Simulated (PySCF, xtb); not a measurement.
CH8FNSi2, SMILES F[SiH2][C@H](N)[SiH3]. One conformer was computed; it need not be the lowest.

Harmonic wavenumbers (cm⁻¹) from GFN2-xTB (xtb) at its own minimum, in rising order: 56, 118, 128, 203, 217, 281, 297, 478, 511, 548, 558, 663, 717, 757, 774, 785, 794, 800, 825, 937, 1081, 1091, 1209, 1272, 1581, 2206, 2275, 2279, 2285, 2352, 2759, 3375, 3395.

Q: What does PBE0-D3(BJ)/def2-SVP in PySCF give at its own minimum? (An estimate is asked for; the answer gives what the named calculation found.)

A: 72, 99, 145, 182, 232, 294, 312, 530, 559, 640, 730, 750, 787, 836, 864, 901, 932, 943, 950, 962, 1066, 1104, 1237, 1288, 1642, 2212, 2238, 2241, 2250, 2273, 2976, 3532, 3617. Paired by order, the mean absolute difference is 69 cm⁻¹ and the zero-point energies are 53.8 and 56.3 kcal/mol.
